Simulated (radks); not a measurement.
The numbers below are computed, except where a source is named.
All-electron atom: Ti IX in [Ne] 3s2 3p2.

Code: a radial shooting solver on a logarithmic mesh with Libxc functionals. Model: scalar-relativistic Kohn-Sham, r2SCAN, spin-polarised, spherical densities, finite nucleus; open shells are filled with parallel spins first; meta-GGA in the generalised Kohn-Sham scheme; Fermi nuclear charge, rms radius 3.5921 fm.

Energy parts (hartree):
| part | energy |
|---|---|
| total | -830.97631 |
| kinetic | 838.42139 |
| electron-nucleus | -1887.39798 |
| Hartree | 255.30488 |
| exchange-correlation | -37.30460 |

Orbitals (lengths in bohr, moments of r in powers of bohr; <r^-3> diverges for s and p1/2; r(90%) holds 90 % of the orbital's charge):
| orbital | occ. | eigenvalue (hartree) | r(90%) | <r^-3> | <r^4> |
|---|---|---|---|---|---|
| 1s up | 1 | -186.1639 | 0.124 | - | 0.0001095 |
| 1s down | 1 | -186.1098 | 0.124 | - | 0.0001094 |
| 2s up | 1 | -26.22074 | 0.500 | - | 0.02644 |
| 2s down | 1 | -26.19230 | 0.499 | - | 0.02616 |
| 2p up | 3 | -22.77098 | 0.471 | 268.7 | 0.02116 |
| 2p down | 3 | -22.71308 | 0.471 | 268.1 | 0.02097 |
| 3s up | 1 | -7.66447 | 1.31 | - | 1.249 |
| 3s down | 1 | -7.40069 | 1.32 | - | 1.293 |
| 3p up | 2 | -6.66837 | 1.36 | 43.57 | 1.424 |
| 3p down | 0 | -6.41598 | 1.37 | 43.00 | 1.478 |

The highest occupied level is 3p up at -181.46 eV. The spin density at the nucleus is 0.362 e/bohr^3 (1s -1.492, 2s 0.739, 3s 1.115). Spin moment in Bohr magnetons: 2. Summed over all electrons, <r^2> = 4.633 bohr^2, which gives a Langevin (diamagnetic) susceptibility term of -3.67 x 10^-6 cm^3/mol.
